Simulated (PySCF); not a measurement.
## How methods differ on the ionisation energy of Bi⁺

Bi⁺ [Xe] 4f14 5d10 6s2 6p2 (3P) → Bi²⁺ [Xe] 4f14 5d10 6s2 6p1 (2P), as a difference of total energies. All numbers are calculated (PySCF 2.14, the spin-free X2C one-electron Hamiltonian (Gaussian nucleus), in aug-cc-pwCVTZ-DK3 (11s10p8d5f1g, 125 functions)). The calculations carry no spin-orbit coupling.

```csv
method,ionisation energy (eV),difference from reference (eV)
UHF,15.325,-1.378
M06-L,15.360,-1.343
BLYP,15.638,-1.065
```

Reference: 16.703 eV (measured; NIST Atomic Spectra Database, ionization energies).

Spin-orbit coupling is strong in these open shells (close to jj coupling). The scalar numbers leave it out and a first-order estimate fails, so it can dominate the gap to the real levels.
